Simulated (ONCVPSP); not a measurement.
## Which change was made? (Cd, ONCV)

* Element: cadmium (Cd)
* Generator: ONCVPSP 4.0.1
* Type: optimised norm-conserving Vanderbilt (ONCV)
* Functional: PBE
* Relativity: scalar-relativistic
* Frozen core: [Kr]
* Valence charge: 12
* Reference configuration: 4d10 5s2
* Partial waves: 5s: rc 2.15 bohr, ncon 5, nbas 8, qcut 3 1/bohr, 1 projector; p scattering state at 0.39 Ha: rc 2.20 bohr, ncon 4, nbas 9, qcut 4.1 1/bohr, 1 projector; 4d: rc 1.30 bohr, ncon 4, nbas 7, qcut 6.2 1/bohr, local
* Local potential: the d channel
* Core correction: none

Cutoffs, loose and tight: the cutoffs (Ha) at which the residual kinetic energy of the hardest occupied pseudo-wave falls to 1 and 0.1 mHa per electron. They do not see the model core or the augmentation charge, which bear on the density cutoff. Test errors are all-electron minus pseudo excitation energies from the reference, over the configurations 4d10 5s1; 4d10 5s0; 4d9 5s0; 4d10 5s0 5p2; variants that change the core or the reference have their own tests. The largest error is taken over the tests solved by every variant that gives reliable tests at all, those not shown here included: 4d10 5s0; 4d10 5s0 5p2; 4d10 5s1.

The base gives: outcome: generated; cutoff, loose: 93 Ha; cutoff, tight: 108 Ha; bound ghosts: s, p; GHOST(+) flags above zero: none; largest test error (meV): +27.

(1) After one change the result is: outcome: generated; cutoff, loose: 34 Ha; cutoff, tight: 52 Ha; bound ghosts: s, p; GHOST(+) flags above zero: none; largest test error (meV): +24. Which change was it?
A. s: qcut 4.3; p: qcut 5.8; d: qcut 8.8
B. d: qcut 7.7
C. d: nbas 8

Answers

(1) A. The others give: d: nbas 8 → outcome: generated; cutoff, loose: 128 Ha; cutoff, tight: 147 Ha; bound ghosts: s, p; GHOST(+) flags above zero: none; largest test error (meV): -54 | d: qcut 7.7 → outcome: generated; cutoff, loose: 46 Ha; cutoff, tight: 95 Ha; bound ghosts: s, p; GHOST(+) flags above zero: none; largest test error (meV): +25.
